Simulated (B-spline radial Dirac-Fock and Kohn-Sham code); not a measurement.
**Core and valence levels of Pb⁷³⁺**

System: Pb⁷³⁺, configuration 1s2 2s2 2p5; nuclear rms radius 5.5012 fm (A = 208).

Level of theory: ΔSCF Dirac-Fock with Breit, self-energy and vacuum polarisation, finite nucleus, configuration average; a radial atomic solver. No correlation. Energies are counted from the vacuum level.

All terms are in eV, carry their sign (relaxation lowers the binding energy) and add up to the binding energy; ⟨r⟩ is the mean radius of the orbital in the initial state.

```
subshell  −ε (Koopmans)  relaxation    Breit  self-energy  vacuum polarisation  binding energy  ⟨r⟩ (bohr)
       K        96060.9      -22.19  -298.89      -218.95                46.75         95567.6       0.016
      L1        22818.1       -2.43   -34.44       -35.09                 7.06         22753.2       0.066
    L2,3        20785.4       -3.07   -39.41        -3.18                 0.12         20739.8       0.062
```

For the deepest level, K (1s), the Breit terms make up -0.313 % of the binding energy, QED -0.180 % and orbital relaxation -0.023 %.

Going to the tabulated ground configuration of the next ion removes an electron from L2,3 (2p), computed at 20739.8 eV. NIST lists 19970 ± 90 eV as the ionisation energy of this species (theoretical), -769.83 eV from the computed value. Where a p, d or f shell is open in either ion the computed value averages over both j values and all terms, while the table refers to the lowest levels; that difference holds spin-orbit splitting (largest in heavy or highly charged ions), term energies where several electrons share open shells, and correlation, and it can reach 10 % or more.
